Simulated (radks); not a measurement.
Spherical quantum dot in the effective-mass picture: electrons in a well V = -V0 / (1 + exp((r - R)/a)) with V0 = 16.5, R = 3.03, a = 0.2, all in effective atomic units (hartree* = m*/eps^2 hartree, bohr* = eps/m* bohr), one dielectric constant everywhere. Method: non-relativistic Kohn-Sham, exchange-only LDA, spin-polarised, spherical densities; computed with a radial shooting solver with Libxc functionals. Levels are named by radial order and angular momentum (1s, 1p, 1d, 2s, ...), and open shells are averaged over m. Results are scaled to m* = 0.031 and eps = 12.1, for which hartree* = 5.762 meV and bohr* = 20.65 nm.

N = 13, configuration 1s2 1p6 1d(up 5, down 0). This is the lowest configuration that the search found. Occupied and some empty levels:

| level | occupation | eigenvalue (meV) | <r> (nm) |
|---|---|---|---|
| 1s up | 1 | -57.744 | 36.93 |
| 1s down | 1 | -57.003 | 36.47 |
| 1p up | 3 | -55.483 | 40.08 |
| 1p down | 3 | -54.672 | 39.93 |
| 1d up | 5 | -52.024 | 42.45 |
| 1d down | 0 | -51.181 | 42.41 |
| 1f up | 0 | -47.572 | 44.37 |
| 2s up | 0 | -47.498 | 29.87 |
| 2s down | 0 | -47.074 | 29.95 |
| 1f down | 0 | -46.719 | 44.39 |
| 2p up | 0 | -41.825 | 34.53 |
| 2p down | 0 | -41.297 | 34.47 |

Energy (meV): total -920.787, kinetic 85.378, external -1200.8, Hartree 225.87, exchange-correlation -31.261.
